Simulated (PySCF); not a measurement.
## Complete the spectrum of TcO3(OH)

Species: TcO3(OH) (singlet state).
Bonds: Tc1–O2, Tc1–O3, Tc1–O4, Tc1–O5. Hydrogens: H6 on O5.

The calculation used TDDFT wB97X-D/def2-SVPD, vertical, gas phase, core orbitals frozen in the response, def2 core potentials past Kr in PySCF 2.14.0, density-fitted response routines. Isolated species at its PBE0-D3(BJ)/def2-SVP geometry, gas phase. Spin–orbit coupling is left out.

Lowest singlets, with some entries withheld (?).

```tsv
state	E (eV)	f	main configurations (H = HOMO, L = LUMO)
S1	4.11	0.0008	H→L (48%), H-1→L (38%)
S2	4.23	0.0001	H→L+1 (71%), H-2→L (20%)
S3	4.55	0.0014	H-1→L (46%), H→L (24%), H-2→L+1 (23%)
S4	4.61	0.0067	H-2→L (59%), H-1→L+1 (22%), H→L+1 (11%)
S5	4.86	0.0019	H-3→L (46%), H-1→L+1 (36%)
S6	?	0.0039	H-3→L+1 (40%), H-2→L+1 (39%), H→L (14%)
S7	?	0.0001	H-4→L (92%)
S8	?	0.011	H-3→L+1 (48%), H-2→L+1 (15%), H-1→L+2 (8%)
S9	?	0.022	H-3→L (38%), H-1→L+1 (19%), H-2→L+2 (16%)
S10	?	0.0037	H-4→L+1 (51%), H-5→L (42%)
```

Problem. What stands in place of each question mark?

Solution. 
- S6: E = 4.92 eV
- S7: E = 5.32 eV
- S8: E = 5.53 eV
- S9: E = 5.66 eV
- S10: E = 5.73 eV

Problem. Where do the lowest triplets lie (Tamm–Dancoff)?

Solution. T1 3.67 eV, H→L (90%); T2 3.85 eV, H-2→L (40%), H→L+1 (29%), H-3→L (9%); T3 3.91 eV, H-1→L (67%), H-2→L (10%); T4 3.96 eV, H→L+1 (60%), H-2→L (29%). E(S1) − E(T1) = +0.44 eV.

Problem. How far apart are S2 and S4, in eV and cm⁻¹?

Solution. 4.605 − 4.226 = 0.379 eV, or about 3060 cm⁻¹.

Problem. What is the vertical ionisation energy by ΔSCF at this level?

Solution. 12.12 eV; −ε(HOMO) is 11.89 eV.
